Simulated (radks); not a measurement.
Problem. The bismuth ion Bi6+ is in [Xe] 4f14 5d9. Method: scalar-relativistic Kohn-Sham, LDA (Slater exchange, Perdew-Wang correlation), spin-polarised, spherical densities, finite nucleus; Fermi nuclear charge, rms radius of each element as measured or else 0.836 A^(1/3) + 0.57 fm; computed with a radial shooting solver on a logarithmic mesh with Libxc functionals. Open shells are filled with parallel spins first. One electron is removed from 5p, 5s, 4f, 5d in turn, with full relaxation. Which removal costs least, and what does each cost?

Solution. 5d 106.96 eV; 5p 179.23 eV; 5s 242.69 eV; 4f 245.49 eV. The 5d electron leaves first.
